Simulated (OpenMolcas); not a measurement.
**Pd+: thermal populations, worked from levels**

```yaml
Program: OpenMolcas 26.06
Basis: ANO-R3 [8s6p5d3f2g1h]
Scalar_Hamiltonian: X2C, finite nucleus
Active_space: 9 electrons in 6 orbitals (4d 5s)
State_averaging: 2S+1 = 4 even, 10 roots; 2S+1 = 2 even, 29 roots
Spin-orbit_coupling: state interaction with AMFI integrals over the reference wave functions, term energies averaged over their components
```

Methods: CASSCF; MS-CASPT2, IPEA 0.25 Eh, imaginary shift 0.1 Eh (closed shells correlated: 4s 4p). Measured levels: NIST Handbook of Basic Atomic Spectroscopic Data.

**Thermal populations.** Z = Σ (2J + 1) exp(-E/kT) with k = 0.695035 cm-1/K, over the levels below. No other level of either list lies under 34700 cm-1, which is above 7 kT at each temperature.

```csv
Level,2J + 1,MS-CASPT2,measured
4d⁹ ²D_5/2,6,0.0,0.0
4d⁹ ²D_3/2,4,3670,3539
4d⁸ 5s ⁴F_9/2,10,23430,25084
4d⁸ 5s ⁴F_7/2,8,25340,27097
4d⁸ 5s ⁴F_5/2,6,27150,28929
4d⁸ 5s ⁴F_3/2,4,28130,29948
4d⁸ 5s ²F_7/2,8,30150,32281
4d⁸ 5s ²F_5/2 [68 %],6,32380,34425
```

| T (K) | Z, MS-CASPT2 | Z, measured levels | Ground level (%), MS-CASPT2 | Ground level (%), measured levels |
| --- | --- | --- | --- | --- |
| 2000 | 6.285 | 6.314 | 95.5 | 95.0 |
| 3000 | 6.688 | 6.733 | 89.7 | 89.1 |
| 5000 | 7.414 | 7.459 | 80.9 | 80.4 |

At 5000 K, kT = 3475 cm-1, and the computed levels give Z = 6.000 + 1.391 + 0.012 + 0.005 + 0.002 + 0.001 + 0.001 + 0.001 = 7.414.

Term energies are means over components that CASPT2 splits; among the terms shown or strongly mixed into the levels shown the widest spread is 930 cm-1 (4d⁸ 5s ²F, MS-CASPT2). A single d shell beside an s shell can misplace configurations of different d count against each other. Without dynamic correlation excited terms often stand tens of per cent too high (terms of higher spin than the ground term too low), and those without a measured partner can miss by more than the paired ones (holds for CASSCF). Computed and measured levels are paired by configuration, term and J; levels that our copy of the source lacks, or whose pairing is in doubt (as where it misses far off the trend of its configuration), stay unpaired and out of the deviations. Only configurations of the active space appear.

A share in square brackets marks a mixed level and gives the weight of the term that names it, the lowest over the columns.
